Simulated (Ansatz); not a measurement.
A nudged elastic band was laid between two geometries of CH2BrClO (6 atoms, charge 0, multiplicity 1).

All numbers below come from RKS PBE-D4/def2-mTZVP in Ansatz 0.2.0.

| Item | Value |
| --- | --- |
| movable images | 7 |
| climbing image | yes |
| spring | 5.0 eV/Å² |
| optimiser | quadratic models (default) |
| start path | through a guess of the saddle point |
| force threshold | 0.03 eV/Å |
| iteration limit | 60 |
| end points | relaxed |

Image 0:

```xyz
6
Properties=species:S:1:pos:R:3
O 0.592 0.981 0.280
C -0.160 -0.148 0.243
Cl 0.835 -1.653 -0.044
Br -1.606 -0.064 -1.145
H 1.052 1.092 -0.579
H -0.671 -0.272 1.198
```

Image 8:

```xyz
6
Properties=species:S:1:pos:R:3
O 0.956 0.662 -0.128
C -0.043 -0.235 0.147
Cl 0.666 -1.872 0.125
Br -1.563 -0.086 -1.186
H 0.567 1.561 -0.116
H -0.541 -0.094 1.112
```

**Question.** What changes between the two ends?

**Answer.** No bond is made or broken. The dihedral H5–O1–C2–Br4 goes from -63 to 58°.

**Question.** What energy profile does the band end with?

**Answer.** It converged. The highest image is number 5 of 0 to 8, 17.5 kJ/mol above the first end and 1.9 kJ/mol above the last; the last end lies 15.6 kJ/mol above the first. A vibrational analysis at the climbing image gives one clearly imaginary mode, 298i cm⁻¹: a first-order saddle point.

```json
{"image": "0", "path coordinate (Å)": "0.00", "energy (kJ/mol)": "0.0", "dihedral H5–O1–C2–Br4 (°)": "-63"}
{"image": "1", "path coordinate (Å)": "0.19", "energy (kJ/mol)": "1.4", "dihedral H5–O1–C2–Br4 (°)": "-49"}
{"image": "2", "path coordinate (Å)": "0.38", "energy (kJ/mol)": "5.4", "dihedral H5–O1–C2–Br4 (°)": "-34"}
{"image": "3", "path coordinate (Å)": "0.57", "energy (kJ/mol)": "11.2", "dihedral H5–O1–C2–Br4 (°)": "-17"}
{"image": "4", "path coordinate (Å)": "0.75", "energy (kJ/mol)": "16.0", "dihedral H5–O1–C2–Br4 (°)": "1"}
{"image": "5", "path coordinate (Å)": "0.94", "energy (kJ/mol)": "17.5", "dihedral H5–O1–C2–Br4 (°)": "19"}
{"image": "6", "path coordinate (Å)": "1.09", "energy (kJ/mol)": "17.0", "dihedral H5–O1–C2–Br4 (°)": "33"}
{"image": "7", "path coordinate (Å)": "1.24", "energy (kJ/mol)": "16.1", "dihedral H5–O1–C2–Br4 (°)": "46"}
{"image": "8", "path coordinate (Å)": "1.39", "energy (kJ/mol)": "15.6", "dihedral H5–O1–C2–Br4 (°)": "58"}
```

**Question.** What is the geometry of the highest image?

**Answer.** 
```xyz
6
Properties=species:S:1:pos:R:3:forces:R:3
O 0.913 0.738 0.101 -0.01 0.00 0.00
C -0.060 -0.225 0.212 0.00 0.00 0.00
Cl 0.706 -1.856 0.127 0.00 0.00 0.00
Br -1.461 -0.008 -1.207 0.00 0.00 0.00
H 0.564 1.481 -0.431 0.01 0.00 0.00
H -0.620 -0.194 1.152 0.00 0.00 0.00
```

**Question.** What are the harmonic wavenumbers there?

**Answer.** 298i, 199, 312, 417, 575, 687, 1085, 1161, 1281, 1297, 3048, 3662 cm⁻¹.

The run took 94 s on 2 threads of Arm Neoverse V1, with other jobs on the host, peak memory 0.15 GiB.
